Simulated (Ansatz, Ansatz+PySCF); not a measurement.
```xyz
5

C     0.0000    0.0000   -1.6321
Br    0.0000    0.0000    0.4518
H     0.0000   -1.1226   -2.0066
H    -0.9722    0.5613   -2.0066
H     0.9722    0.5613   -2.0066
```

Basis set: def2-SVP (spherical functions). Left uncorrelated: 10 orbitals. Charge 0, multiplicity 1.

Computed with Ansatz (development build ahead of 0.2.0); each method stands on the lowest determinant of its kind that the runs found. Restricted open shells among the atoms or ions are ROHF, correlated in semicanonical orbitals with singles.

The atomization energy at this shape (free ground-state atoms in the same class of orbitals less the molecule, no zero-point energy) of singlet CH₃Br:

| method | atomization energy |
| --- | --- |
| RHF-MP2 | 15.28 eV |
| RHF | 12.03 eV |
| UHF | 11.82 eV |

What does RHF-CCSD(T) give?

15.34 eV. Caution: the shape is not the minimum.
